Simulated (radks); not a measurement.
All-electron atom: the technetium ion Tc2+ in [Kr] 4d4 4f1 (not the ground configuration).

Method: Dirac Kohn-Sham, exchange-only LDA, spin-unpolarised, spherical densities, finite nucleus; open shells fill j = l - 1/2 first; Fermi nuclear charge, rms radius 4.4112 fm; computed with a radial shooting solver on a logarithmic mesh with Libxc functionals.

Energy parts (hartree):
total: -4276.39500
kinetic: 4443.77034
electron-nucleus: -10308.75861
Hartree: 1707.94655
exchange: -119.35328

Orbitals (lengths in bohr, moments of r in powers of bohr):
| orbital | occ. | eigenvalue (hartree) | <r> | <1/r> |
|---|---|---|---|---|
| 1s1/2 | 2 | -766.2780 | 0.03432 | 44.66 |
| 2s1/2 | 2 | -110.0553 | 0.1494 | 10.19 |
| 2p1/2 | 2 | -101.6192 | 0.1272 | 10.17 |
| 2p3/2 | 4 | -97.28124 | 0.1318 | 9.663 |
| 3s1/2 | 2 | -19.85043 | 0.4160 | 3.501 |
| 3p1/2 | 2 | -16.60625 | 0.4096 | 3.405 |
| 3p3/2 | 4 | -15.88026 | 0.4203 | 3.281 |
| 3d3/2 | 4 | -10.11810 | 0.3973 | 3.101 |
| 3d5/2 | 6 | -9.97841 | 0.4008 | 3.069 |
| 4s1/2 | 2 | -3.53253 | 1.052 | 1.308 |
| 4p1/2 | 2 | -2.57374 | 1.140 | 1.191 |
| 4p3/2 | 4 | -2.46151 | 1.169 | 1.155 |
| 4d3/2 | 4 | -1.03885 | 1.536 | 0.8633 |
| 4d5/2 | 0 | -1.02628 | 1.549 | 0.8550 |
| 5s1/2 | 0 | -0.79969 | 2.690 | 0.4842 |
| 5p1/2 | 0 | -0.59018 | 3.154 | 0.4104 |
| 5p3/2 | 0 | -0.57564 | 3.223 | 0.4008 |
| 5d3/2 | 0 | -0.31709 | 4.764 | 0.2723 |
| 5d5/2 | 0 | -0.31563 | 4.787 | 0.2711 |
| 4f5/2 | 1 | -0.21179 | 5.418 | 0.2205 |
| 4f7/2 | 0 | -0.21178 | 5.419 | 0.2204 |
| 5f5/2 | 0 | -0.11812 | 10.14 | 0.1380 |
| 5f7/2 | 0 | -0.11810 | 10.14 | 0.1380 |

The highest occupied level is 4f5/2 at -5.763 eV. The configuration is held as typed, so some empty levels lie below it. Summed over all electrons, <r^2> = 60.33 bohr^2, which gives a Langevin (diamagnetic) susceptibility term of -47.8 x 10^-6 cm^3/mol. The electron density at the nucleus is 9.97e+04 e/bohr^3.
